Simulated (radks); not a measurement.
Results of a calculation; reference values are marked as such.
Ionisation of the titanium ion Ti+, [Ar] 3d2 4s1, to [Ar] 3d2 as the strength of local exchange is varied. Code: a radial shooting solver on a logarithmic mesh with Libxc functionals. Model: scalar-relativistic Kohn-Sham, Slater X-alpha exchange (alpha = 2/3 is LDA exchange), no correlation, spin-polarised, spherical densities, point nucleus; open shells are filled with parallel spins first.

| alpha | E(Ti+) (hartree) | exchange (hartree) | IE (eV) | -e of the level emptied (eV) | <r> of it (bohr) |
|---|---|---|---|---|---|
| 0.555 | -843.40383 | -31.55375 | 12.926 | 9.783 (4s) | 3.233 |
| 0.667 | -849.79646 | -38.18372 | 13.693 | 10.578 (4s) | 3.148 |
| 0.761 | -855.19565 | -43.81497 | 14.352 | 11.271 (4s) | 3.080 |
| 0.868 | -861.37908 | -50.29877 | 15.118 | 12.086 (4s) | 3.005 |
| 0.88 | -862.07503 | -51.03081 | 15.206 | 12.179 (4s) | 2.997 |
| 0.919 | -864.34033 | -53.41670 | 15.490 | 12.484 (4s) | 2.971 |
| 0.98 | -867.89407 | -57.16923 | 15.940 | 12.968 (4s) | 2.931 |
| x | -867.13563 | -56.36739 | 15.843 | 12.864 (4s) | 2.940 |

Which alpha was used in the last row?

Answer. alpha = 0.967. NIST Atomic Spectra Database: 13.576 eV (measured). The Delta-SCF value meets it near alpha = 0.65. Open shells are spherical and high-spin; term and fine-structure splittings are not resolved.
